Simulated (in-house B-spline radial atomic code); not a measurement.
Ga⁺. Computed with a B-spline radial atomic code. Model: non-relativistic spherical atom: semilocal Troullier-Martins pseudo-atom, one channel per l, against all electrons, high spin, G0W0 and RPA with empty states to l = 8, local potential for every l without a channel, a model core (radius 0 = none) keeps its share of the functional.

What the tables leave out is listed at the end.

The pseudopotential gives back the lowest level of each angular momentum of its own functional in the configuration it was made in; a second state of the same l is only approximately right. Exact exchange, RPA and GW see the smooth pseudo-orbitals and miss the exchange with the core, for which the functional's share stands in. The column with an uncorrelated core keeps all orbitals and exact exchange, and so separates missing core correlation from pseudisation. Only the three outermost levels and the lowest empty one were computed. RPA here is direct RPA, with no exchange kernel, and its energies carry an (l + 1/2)⁻⁴ tail. A hybrid on a potential with a model core restores only its own semilocal share of the core's exchange.

Command:
```bash
python run_psgw.py task.json out
```
Settings (lengths in bohr, energies in hartree):
```
Z                      31
electrons              30
configuration          [Ar] 3d10 4s2
generated_in           [Ar] 3d10 4s2 4p1
functional             lda,vwn
core_shells            5
radius_factor          1.3
core_correction        True
ion_configuration      [Ar] 3d10 4s1
```

Run time, properties included: 24 s on 1 thread of Intel(R) Xeon(R) 6975P-C (Granite Rapids) (shared host).

Given: made with LDA VWN5; model core radius 0.33 bohr; local radius 2.252 bohr; mean-field start LDA VWN5.

Valence shells of the generating configuration: 3d, 4s, 4p.

Channel: s 2.493, p 3.298, d 2.068 (radii in bohr).

Computed: largest level miss in the spin-unpolarised generating configuration 0 eV; valence RPA correlation energy all-electron orbitals -0.78504 hartree; valence RPA correlation energy pseudo -0.99407 hartree; all-electron RPA polarisability, core included 14.387 bohr³; pseudo-atom RPA polarisability 14.323 bohr³; ionisation by mean-field pseudo minus all 0.046 eV; ionisation by RPA all-electron 20.59 eV.

```tsv
level	occupied	mean-field all-electron (eV)	mean-field pseudo minus all (eV)	G0W0 all-electron (eV)	G0W0 uncorrelated core minus all (eV)	G0W0 pseudo minus all (eV)	exchange self-energy all-electron (eV)	exchange self-energy pseudo (eV)
4s	1	-16.356	0	-20.524	-0.047	-0.632	-14.461	-13.833
4p (empty)	0	-9.3227	-0.006	-6.0903	-0.031	-0.143	-4.0558	-3.8556
```

Problem. What is the ionisation by RPA pseudo minus all?

Solution. 0.994 eV.

Problem. What is the ionisation by mean-field all-electron?

Solution. 20.794 eV.

Given: mean-field start PBE0.

Computed: valence RPA correlation energy all-electron orbitals -0.73897 hartree; valence RPA correlation energy pseudo -0.96135 hartree; all-electron RPA polarisability, core included 13.449 bohr³; pseudo-atom RPA polarisability 13.291 bohr³; ionisation by mean-field pseudo minus all 0.194 eV; ionisation by RPA pseudo minus all 0.939 eV.

```tsv
level	occupied	mean-field all-electron (eV)	mean-field pseudo minus all (eV)	G0W0 all-electron (eV)	G0W0 uncorrelated core minus all (eV)	G0W0 pseudo minus all (eV)	exchange self-energy all-electron (eV)	exchange self-energy pseudo (eV)
4s	1	-16.922	-0.13	-20.399	-0.039	-0.681	-14.087	-13.667
3d	1	-31.403	1.944	-37.068	-0.291	5.083	-57.677	-33.135
4p (empty)	0	-8.2048	-0.172	-6.1214	-0.024	-0.14	-3.6334	-3.6641
```

Problem. What is the ionisation by mean-field all-electron?

Solution. 20.095 eV.

Problem. What is the ionisation by RPA all-electron?

Solution. 20.417 eV.

Among the listed levels the largest G0W0 shift of the pseudo-atom is +5.08 eV, for 3d on the PBE0 start, while leaving the core uncorrelated moves that level by -0.29 eV. So pseudisation and the lost core exchange, not the missing core correlation, make the error. Not in the tables (levels of low weight, unsolved or above zero; the highest and the empty levels are kept at any weight): on LDA the G0W0 levels 3d (pseudo minus all +3.97 eV, weights 0.82 and 0.71); no Hartree-Fock pseudo-atom is run with a model core.
